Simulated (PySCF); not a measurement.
# UHF on Bi (bismuth, neutral)

Configuration: [Xe] 4f14 5d10 6s2 6p2 6d1, one real determinant (an excited configuration). Calculation: PySCF 2.14, in aug-cc-pVQZ-PP with one added diffuse shell each of s, p, d, f, g type with ECP60MDF (8s8p6d4f3g, 117 functions); scalar relativity through the core potential.

| Quantity | Value |
| --- | --- |
| Total energy | -213.355051 hartree |
| One-electron energy | -369.0891 hartree |
| Hartree (Coulomb) energy | 171.7053 hartree |
| Exchange energy | -15.9713 hartree |
| ⟨S²⟩ | 3.7575 |
| ⟨L²⟩ | 8.008 |
| Sum of ⟨r⟩ | 38.31 bohr |
| Sum of ⟨r²⟩ | 132.9 bohr² |
| Traceless quadrupole moment −½Σ⟨3z² − r²⟩ along its main axis | -15.9 e·bohr² |

```json
{"shell": "5s α", "electrons": "1", "mean orbital energy (hartree)": "-6.85545", "spread (hartree)": "0", "rms radius, mean of both spins (bohr)": "0.899"}
{"shell": "5s β", "electrons": "1", "mean orbital energy (hartree)": "-6.84544", "spread (hartree)": "0", "rms radius, mean of both spins (bohr)": "0.899"}
{"shell": "5p α", "electrons": "3", "mean orbital energy (hartree)": "-4.43044", "spread (hartree)": "0.00626", "rms radius, mean of both spins (bohr)": "1.02"}
{"shell": "5p β", "electrons": "3", "mean orbital energy (hartree)": "-4.42285", "spread (hartree)": "0.01968", "rms radius, mean of both spins (bohr)": "1.02"}
{"shell": "5d α", "electrons": "5", "mean orbital energy (hartree)": "-1.48378", "spread (hartree)": "0.01489", "rms radius, mean of both spins (bohr)": "1.32"}
{"shell": "5d β", "electrons": "5", "mean orbital energy (hartree)": "-1.47265", "spread (hartree)": "0.02450", "rms radius, mean of both spins (bohr)": "1.32"}
{"shell": "6s α", "electrons": "1", "mean orbital energy (hartree)": "-0.88952", "spread (hartree)": "0", "rms radius, mean of both spins (bohr)": "2.32"}
{"shell": "6s β", "electrons": "1", "mean orbital energy (hartree)": "-0.74241", "spread (hartree)": "0", "rms radius, mean of both spins (bohr)": "2.32"}
{"shell": "6p α", "electrons": "2", "mean orbital energy (hartree)": "-0.44186", "spread (hartree)": "0", "rms radius, mean of both spins (bohr)": "3.01"}
{"shell": "6d α", "electrons": "1", "mean orbital energy (hartree)": "-0.06247", "spread (hartree)": "0", "rms radius, mean of both spins (bohr)": "8.87"}
```

⟨L²⟩ = 8.01 against 12 for a pure F term, so this real determinant mixes terms. Energies and moments cover only the electrons outside the core potential. Spin-orbit coupling is strong in this species (close to jj coupling), so the high-spin LS determinant is a model state, not a physical level. The outer electron is Rydberg-like, and this basis confines it to a smaller radius and binds it less than a complete one would.
